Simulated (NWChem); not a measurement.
System: C$_{3}$HF$_{4}$ cation

```xyz
8

F      0.2071    -2.7020    -0.0977
C     -0.3149    -1.6149    -0.0459
C     -0.8256    -0.4557     0.0060
C      0.0453     0.8670     0.0042
F      1.3165     0.5446    -0.0605
F     -0.3132     1.5599    -1.0384
F     -0.2190     1.5006     1.1106
H     -1.9256    -0.3431     0.0583
```
Atoms are numbered in this order, from 1.

Geometry: optimised at PBE0/def2-SVP.

### Question
Give the principal values of the shielding tensors (ppm) of F1, C2, C3, C4, F5 from Hartree-Fock/6-31G* (spherical d), GIAO (NWChem), with their diamagnetic and paramagnetic parts as GIAO splits them.

### Answer
```
atom     σ11    σ22    σ33  isotropic  diamagnetic  paramagnetic
----  ------  -----  -----  ---------  -----------  ------------
F1     -96.2  -38.9  390.8       85.2        466.9        -381.6
C2    -329.7  -47.0   12.1     -121.5        255.1        -376.6
C3      98.0  163.0  229.1      163.4        262.0         -98.6
C4      84.3   93.3  105.3       94.3        232.4        -138.1
F5     234.6  240.9  382.4      286.0        474.1        -188.1
```
